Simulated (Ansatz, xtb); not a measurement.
# A geometry optimisation of ClCuGeHSi with r2SCAN-D4/def2-SVP

The starting geometry of this gas-phase doublet was built from a drawn formula by distance geometry and a force field; its bonds are those of `[Cl]/[GeH]=[Si]\[Cu]`.

```xyz
5

Cl   -3.4688    2.9487   -2.3772
Cu    0.0619    0.3054   -3.5201
Ge   -1.8704    2.0520   -1.1590
Si   -0.2908    0.9257   -1.3011
H    -1.5794    3.1191    0.0738
```

Question: Where would you expect an optimisation with r2SCAN-D4/def2-SVP to take it?

Answer: A new bond forms, giving a structure given below by its coordinates. Distances that change by over a tenth: Ge3–Si4 (1.95 → 2.32 Å). Contacts that close: Cu2–Ge3 (3.52 → 2.41 Å).

The energy falls by 2.26 eV over 15 steps:

```tsv
step	E − E(last) (eV)
1	2.263
3	0.652
4	0.538
6	0.315
7	0.187
9	0.052
10	0.010
12	0.002
13	0.001
15	0.000
```

Final geometry (Å):

```yaml
atoms:
  - { symbol: Cl, position_ang: [-3.6152, 2.4341, -2.2030] }
  - { symbol: Cu, position_ang: [0.0108, 1.4329, -2.9420] }
  - { symbol: Ge, position_ang: [-1.6420, 2.0555, -1.3020] }
  - { symbol: Si, position_ang: [-0.5150, 0.0257, -1.2625] }
  - { symbol: H, position_ang: [-1.3861, 3.4026, -0.5741] }
```

From the same start GFN2-xTB ends elsewhere, differing in Cl1–Cu2 (2.14 against 3.83 Å here).

The end wasn't checked by frequencies. Open shells are spin-unrestricted. Run with Ansatz 0.2.0, 110 s on 2 threads of Intel(R) Xeon(R) Platinum 8488C (Sapphire Rapids) (shared host).
